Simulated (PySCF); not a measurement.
PySCF job for F₂H₅NOSi₂, SMILES N[SiH2]O[SiH](F)F, PBE-D3(BJ)/def2-SVP. The structure is a stationary point at PBE-D3(BJ)/def2-SVP. The structure was generated by enumeration, and PubChem lists no compound with its InChIKey, so it may never have been made. Other conformers were not sampled.

```python
import numpy as np
from pyscf import gto, scf, dft, df
from pyscf.hessian import thermo

mol = gto.M(
    atom='''
    Si    1.08958869   -0.73348526    0.31489908
    F     2.36722162   -0.49739405   -0.65839808
    F     0.09958673   -1.76171977   -0.47667339
    O     0.29407247    0.67431314    0.57975111
    Si   -1.12195060    1.38823872   -0.05356712
    N    -2.54825919    0.42554840    0.08404021
    H     1.55215494   -1.35681144    1.57697646
    H    -0.87587422    1.63999390   -1.50940616
    H    -1.31450451    2.63545330    0.74636200
    H    -2.99346833    0.29857023    0.99602666
    H    -2.63128202   -0.42507407   -0.47925381
    ''',
    basis='def2-SVP',
    charge=0,
    spin=0,
    max_memory=1600,
    verbose=3,
)
mf = dft.RKS(mol, xc='pbe').density_fit(auxbasis='def2-universal-jkfit')
mf.disp = 'd3bj'
mf.grids.level = 3
mf.conv_tol = 1e-11
mf.max_cycle = 100
mf.kernel()

# analytic Hessian; the response equations are solved on a coarser grid
h, args, fine = mf.Hessian(), (mf.mo_energy, mf.mo_coeff, mf.mo_occ), mf.grids
h.max_memory = max(150, 2.5e-5 * df.make_auxmol(mol, mf.with_df.auxbasis).nao * mol.nelec[0] * (mol.nelec[0] + mol.nao))  # MB; small integral blocks
h1ao = h.make_h1(mf.mo_coeff, mf.mo_occ)
mf.grids = dft.Grids(mol).set(level=1).build(with_non0tab=True)
mo1, mo_e1 = h.solve_mo1(*args, h1ao)
mf.grids = fine
hess = h.hess_elec(*args, mo1, mo_e1, h1ao) + h.hess_nuc()
if mf.do_disp():
    hess += h.get_dispersion()
for i in range(mol.natm):  # the analytic DFT Hessian lacks the response of the grid: restore translational invariance
    hess[i, i] -= hess[i].sum(axis=0)
hess = (hess + hess.transpose(1, 0, 3, 2)) / 2
vib = thermo.harmonic_analysis(mol, hess, imaginary_freq=False)
thermo.dump_normal_mode(mol, vib)
th = thermo.thermo(mf, vib['freq_au'][vib['freq_au'] > 0], 298.15, 101325)
thermo.dump_thermo(mol, th)
g0 = mf.nuc_grad_method().set(verbose=0).kernel()

# dipole derivatives [dipole axis, atom, xyz] from the same response
r, irp = mol.intor('int1e_r'), mol.intor('int1e_irp').reshape(3, 3, mol.nao, mol.nao)
sl, dm0, ok = mol.aoslice_by_atom(), np.array(mf.make_rdm1()), []
dmu = np.einsum('a,xt->xat', mol.atom_charges(), np.eye(3))
for a, (_, _, p0, p1) in enumerate(sl):
    dmu[:, a] += 2 * np.einsum('xtij,ij->xt', irp[:, :, :, p0:p1], dm0.reshape(-1, mol.nao, mol.nao).sum(0)[:, p0:p1])
    for u, c, occ, f in [(mo1, mf.mo_coeff, mf.mo_occ, 4)]:
        dmu[:, a] -= f * np.einsum('tui,xuv,vi->xt', u[a], r, c[:, occ > 0], optimize=True)
L = vib['norm_mode']
ir = 974.8801 * (np.einsum('xat,kat->kx', dmu, L) ** 2).sum(1)       # km/mol
apt = np.einsum('xax->a', dmu) / 3
print('mode   freq/cm-1   IR/(km/mol)')
for k, w in enumerate(vib['freq_wavenumber']):
    print(f'{k + 1:4d} {w:11.2f} {ir[k]:13.3f}')
print('max |gradient| / (hartree/bohr):', abs(g0).max())
print('APT charges:', apt.round(4))
```

Program output:

```
converged SCF energy = -910.818058339267

WARN: DFTD3 does not support analytical Hessian, using finite difference


WARN: Mole.unit (angstrom) is changed to Bohr

Mode                                 0                   1                   2
Irrep
Freq [cm^-1]                       28.5914             41.9026             74.2900
Reduced mass [au]                   6.0183              3.7270              4.4836
Force const [Dyne/A]                0.0029              0.0039              0.0146
Char temp [K]                      41.1366             60.2886            106.8867
Normal mode                   x     y     z       x     y     z       x     y     z
       0  Si                -0.02  0.00 -0.01   -0.02  0.02 -0.00   -0.01  0.01  0.01
       1   F                 0.07 -0.05  0.10   -0.00 -0.06 -0.01   -0.04  0.03 -0.02
       2   F                -0.01  0.05 -0.09   -0.07  0.05  0.03   -0.07  0.09 -0.02
       3   O                 0.02  0.04 -0.07    0.05  0.07 -0.04    0.02  0.01  0.12
       4  Si                -0.02 -0.01 -0.03   -0.01  0.02  0.04    0.05 -0.06 -0.05
       5   N                -0.00 -0.02  0.12    0.08 -0.12 -0.06    0.04 -0.04  0.01
       6   H                -0.14 -0.03  0.02   -0.04  0.03  0.01    0.02 -0.08 -0.04
       7   H                -0.12 -0.09 -0.06   -0.02  0.20  0.07    0.12 -0.25 -0.07
       8   H                 0.01  0.03 -0.09   -0.12 -0.08  0.17    0.02  0.04 -0.21
       9   H                 0.05  0.03  0.15    0.08 -0.24 -0.08   -0.01  0.08  0.00
      10   H                -0.04 -0.05  0.17    0.18 -0.10 -0.12    0.09 -0.12  0.12
Mode                                 3                   4                   5
Irrep
Freq [cm^-1]                      212.8544            266.8754            284.7487
Reduced mass [au]                   6.2979              1.2384              4.7722
Force const [Dyne/A]                0.1681              0.0520              0.2280
Char temp [K]                     306.2501            383.9743            409.6899
Normal mode                   x     y     z       x     y     z       x     y     z
       0  Si                 0.06  0.03 -0.00   -0.00  0.01  0.00   -0.02  0.04  0.04
       1   F                 0.06 -0.08 -0.03   -0.00 -0.05 -0.02   -0.05 -0.11 -0.05
       2   F                -0.02  0.09  0.02    0.05 -0.01 -0.03    0.11  0.00 -0.06
       3   O                 0.01 -0.00  0.02   -0.03 -0.00  0.02   -0.03  0.03  0.08
       4  Si                -0.03 -0.05  0.02   -0.02  0.03  0.01   -0.01  0.02 -0.01
       5   N                -0.11  0.05 -0.05    0.02 -0.02 -0.02    0.01 -0.01  0.02
       6   H                 0.09  0.03 -0.01   -0.00  0.04  0.02   -0.03  0.09  0.06
       7   H                 0.00 -0.06  0.03    0.14  0.10  0.05   -0.04 -0.08 -0.03
       8   H                -0.03 -0.06  0.04   -0.17  0.00  0.02    0.03  0.07 -0.09
       9   H                -0.19  0.09 -0.08   -0.31  0.49 -0.10    0.16 -0.24  0.06
      10   H                -0.18  0.07 -0.07    0.27 -0.35  0.44   -0.05  0.12 -0.16
Mode                                 6                   7                   8
Irrep
Freq [cm^-1]                      336.6829            400.8986            431.5474
Reduced mass [au]                   3.0510              6.9990              1.9114
Force const [Dyne/A]                0.2038              0.6628              0.2097
Char temp [K]                     484.4118            576.8038            620.9006
Normal mode                   x     y     z       x     y     z       x     y     z
       0  Si                 0.04  0.00 -0.02   -0.04  0.05 -0.10   -0.01  0.00 -0.01
       1   F                 0.07 -0.02 -0.00    0.08 -0.02  0.03   -0.00  0.00  0.01
       2   F                -0.04  0.04  0.03   -0.02 -0.09  0.03    0.01 -0.04 -0.01
       3   O                -0.11 -0.10  0.04   -0.01  0.05  0.10    0.07  0.06  0.02
       4  Si                -0.02  0.05 -0.03   -0.00  0.00  0.01    0.01 -0.02  0.02
       5   N                 0.01 -0.00  0.01    0.02 -0.01  0.01   -0.12  0.06 -0.06
       6   H                 0.10  0.01 -0.04   -0.05  0.05 -0.09   -0.06 -0.03 -0.01
       7   H                -0.02  0.07 -0.02    0.04 -0.16 -0.01    0.01 -0.07  0.01
       8   H                 0.03  0.07 -0.05   -0.01  0.08 -0.11   -0.02  0.00 -0.03
       9   H                 0.33 -0.22  0.14   -0.12  0.01 -0.07    0.36 -0.21  0.16
      10   H                 0.26 -0.10  0.10   -0.08  0.07 -0.11    0.40 -0.22  0.26
Mode                                 9                  10                  11
Irrep
Freq [cm^-1]                      541.0340            600.5751            776.7202
Reduced mass [au]                   1.2425              4.4015              1.0986
Force const [Dyne/A]                0.2143              0.9354              0.3905
Char temp [K]                     778.4275            864.0939           1117.5274
[...]
       7   H                 0.08 -0.03  0.01    0.05 -0.01  0.00    0.16  0.24  0.04
       8   H                 0.00  0.00 -0.00    0.04 -0.00  0.01    0.16  0.19 -0.20
       9   H                 0.02  0.00  0.01    0.00 -0.01  0.00   -0.14 -0.10  0.02
      10   H                -0.01  0.00  0.00    0.00 -0.00  0.00   -0.21 -0.11  0.02
Mode                                15                  16                  17
Irrep
Freq [cm^-1]                      862.4108            881.8427            904.2308
Reduced mass [au]                   1.6873              1.3276              1.2083
Force const [Dyne/A]                0.7394              0.6083              0.5821
Char temp [K]                    1240.8171           1268.7754           1300.9868
Normal mode                   x     y     z       x     y     z       x     y     z
       0  Si                -0.01  0.05  0.06    0.01 -0.01 -0.02    0.01  0.01  0.01
       1   F                 0.04  0.00 -0.03   -0.02 -0.00  0.02   -0.00 -0.00  0.00
       2   F                -0.04 -0.05 -0.04    0.01  0.01  0.01   -0.01 -0.02 -0.01
       3   O                -0.01  0.01 -0.03    0.01 -0.01  0.02   -0.02  0.02 -0.00
       4  Si                 0.00 -0.00 -0.01    0.01 -0.02 -0.04   -0.01 -0.06  0.02
       5   N                -0.04 -0.02  0.04   -0.02  0.05  0.09    0.04  0.03 -0.01
       6   H                 0.09 -0.26 -0.13   -0.06  0.08  0.04    0.03 -0.11 -0.06
       7   H                 0.57  0.09  0.10    0.12  0.24  0.03   -0.15  0.60  0.11
       8   H                 0.30 -0.01  0.07   -0.44 -0.13  0.03    0.04  0.32 -0.54
       9   H                -0.11 -0.14 -0.01   -0.34 -0.30 -0.13    0.05  0.05 -0.00
      10   H                 0.08  0.03 -0.06    0.41  0.16 -0.16    0.01  0.03 -0.01
Mode                                18                  19                  20
Irrep
Freq [cm^-1]                      921.6282            944.5482           1049.3075
Reduced mass [au]                   2.1068              5.8570              8.1701
Force const [Dyne/A]                1.0544              3.0788              5.3001
Char temp [K]                    1326.0178           1358.9946           1509.7199
Normal mode                   x     y     z       x     y     z       x     y     z
       0  Si                -0.03  0.01  0.04   -0.11 -0.07  0.01    0.05 -0.07 -0.03
       1   F                 0.05  0.00 -0.03    0.08  0.02 -0.06   -0.02 -0.00  0.01
       2   F                -0.01 -0.02 -0.01    0.06  0.06  0.04    0.00  0.01  0.00
       3   O                -0.06  0.03 -0.02    0.01  0.02  0.00   -0.13  0.16 -0.01
       4  Si                 0.09  0.01  0.01   -0.02 -0.02 -0.00    0.02 -0.02  0.01
       5   N                -0.06 -0.03  0.00    0.02  0.02  0.00    0.00 -0.00  0.01
       6   H                 0.20 -0.24 -0.17    0.25  0.15 -0.01   -0.01 -0.03  0.02
       7   H                -0.40 -0.04 -0.08    0.13  0.08  0.04    0.15 -0.04  0.02
       8   H                -0.37 -0.04 -0.02    0.12  0.01 -0.01    0.17 -0.05  0.11
       9   H                -0.09 -0.06 -0.02    0.01 -0.01 -0.00   -0.01 -0.01 -0.00
      10   H                -0.06 -0.04  0.02    0.08  0.02 -0.00    0.03 -0.00  0.00
Mode                                21                  22                  23
Irrep
Freq [cm^-1]                     1496.7932           2198.7965           2221.7416
Reduced mass [au]                   1.1170              1.0362              1.0460
Force const [Dyne/A]                1.4745              2.9516              3.0422
Char temp [K]                    2153.5522           3163.5786           3196.5916
Normal mode                   x     y     z       x     y     z       x     y     z
       0  Si                 0.00 -0.00  0.00   -0.00  0.00  0.00    0.00 -0.00 -0.00
       1   F                -0.00  0.00  0.00    0.00 -0.00 -0.00   -0.00  0.00  0.00
       2   F                -0.00  0.00 -0.00   -0.00 -0.00 -0.00   -0.00  0.00 -0.00
       3   O                 0.00 -0.00  0.00    0.00 -0.00  0.00   -0.00  0.00 -0.00
       4  Si                -0.01 -0.00 -0.00   -0.01 -0.01  0.03   -0.01  0.03  0.02
       5   N                 0.06  0.06 -0.02    0.00  0.00  0.00   -0.00 -0.00  0.00
       6   H                 0.00  0.00  0.00   -0.00  0.00 -0.01    0.01 -0.01  0.02
       7   H                 0.02 -0.00  0.01    0.16  0.16 -0.94    0.03  0.04 -0.17
       8   H                 0.02 -0.01 -0.00   -0.03  0.15  0.11    0.12 -0.80 -0.51
       9   H                -0.22 -0.58 -0.22   -0.00 -0.01  0.00   -0.00  0.00  0.00
      10   H                -0.39 -0.25  0.48   -0.00 -0.00  0.01    0.00  0.01 -0.00
Mode                                24                  25                  26
Irrep
Freq [cm^-1]                     2285.5616           3490.4322           3586.2168
Reduced mass [au]                   1.0428              1.0501              1.0956
Force const [Dyne/A]                3.2096              7.5378              8.3017
Char temp [K]                    3288.4143           5021.9548           5159.7675
Normal mode                   x     y     z       x     y     z       x     y     z
       0  Si                -0.01  0.01 -0.03    0.00 -0.00 -0.00   -0.00 -0.00 -0.00
       1   F                -0.00  0.00  0.00   -0.00  0.00  0.00    0.00  0.00  0.00
       2   F                 0.00  0.00  0.00   -0.00  0.00  0.00    0.00  0.00  0.00
       3   O                -0.00 -0.00 -0.00   -0.00  0.00 -0.00   -0.00  0.00  0.00
       4  Si                 0.00 -0.00 -0.00   -0.00 -0.00 -0.00   -0.00  0.00  0.00
       5   N                -0.00 -0.00  0.00    0.03  0.05 -0.01   -0.02  0.03  0.07
       6   H                 0.30 -0.41  0.83   -0.00  0.00 -0.00    0.00  0.00  0.00
       7   H                -0.00  0.00 -0.00   -0.00 -0.00  0.00    0.00 -0.00 -0.00
       8   H                -0.01  0.02  0.01    0.00 -0.00 -0.00    0.00 -0.00 -0.00
       9   H                -0.00 -0.00  0.00   -0.29 -0.06  0.59    0.31  0.09 -0.62
      10   H                 0.00 -0.00 -0.00   -0.06 -0.58 -0.41   -0.06 -0.54 -0.35
temperature 298.1500 [K]
pressure 101325.00 [Pa]
Rotational constants [GHz] 4.29400 1.34038 1.13569
Symmetry number 1
Zero-point energy (ZPE) 0.06214 [Eh]   163161.383 [J/mol]
                           tot       elec      trans        rot        vib
Entropy [J/mol/K]       396.208      0.000    169.376    118.357    108.474
Cv [J/mol/K]            122.572      0.000     12.472     12.472     97.628
Cp [J/mol/K]            130.886      0.000     20.786     12.472     97.628
Internal energy [J/mol]                      3718.434   3718.434 178640.896
Internal energy [Eh]   -910.74719  -910.81806
Enthalpy [J/mol]                             6197.391   3718.434 178640.896
Enthalpy [Eh]          -910.74624
Gibbs free energy [J/mol]                  -44302.199 -31569.804 146299.251
Gibbs free energy [Eh] -910.79123
mode   freq/cm-1   IR/(km/mol)
   1       28.59         0.911
   2       41.90         1.094
   3       74.29         1.718
   4      212.85         0.882
   5      266.88        27.201
   6      284.75         5.816
   7      336.68        68.377
   8      400.90       103.562
   9      431.55       149.328
  10      541.03        31.951
  11      600.58        25.241
  12      776.72        17.803
  13      788.77        41.393
  14      812.33        47.373
  15      837.12        28.153
  16      862.41       121.140
  17      881.84       115.553
  18      904.23       127.618
  19      921.63       179.079
  20      944.55       291.588
  21     1049.31       447.980
  22     1496.79        37.204
  23     2198.80        98.146
  24     2221.74       117.399
  25     2285.56        98.841
  26     3490.43        26.498
  27     3586.22        32.807
max |gradient| / (hartree/bohr): 0.00029283534564712065
APT charges: [ 1.975  -0.6007 -0.6001 -1.2452  1.6487 -0.7861 -0.2478 -0.2691 -0.2591
  0.1867  0.1977]
```

The run converged.
